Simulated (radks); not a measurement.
Results of a calculation; reference values are marked as such.
Problem. The silicon ion Si+, configuration [Ne] 3s2 3p1. Level of theory: Dirac Kohn-Sham, PBE, spin-unpolarised, spherical densities, point nucleus; open shells fill j = l - 1/2 first (a radial shooting solver on a logarithmic mesh with Libxc functionals). Some entries of the table are withheld. Estimate them.

| orbital | occ. | eigenvalue (eV) | r(max) (bohr) |
|---|---|---|---|
| 1s1/2 | 2 | (1) | (2) |
| 2s1/2 | 2 | -148.9730 | 0.4544 |
| 2p1/2 | 2 | (3) | 0.3867 |
| 2p3/2 | 4 | (4) | 0.3883 |
| 3s1/2 | 2 | -19.0258 | (5) |
| 3p1/2 | 1 | (6) | 2.022 |
| 3p3/2 | 0 | (7) | 2.027 |

Solution. 
(1) 1s1/2 eigenvalue (eV): -1795.469
(2) 1s1/2 r(max) (bohr): 0.07261
(3) 2p1/2 eigenvalue (eV): -105.4788
(4) 2p3/2 eigenvalue (eV): -104.8308
(5) 3s1/2 r(max) (bohr): 1.749
(6) 3p1/2 eigenvalue (eV): -11.6761
(7) 3p3/2 eigenvalue (eV): -11.6350
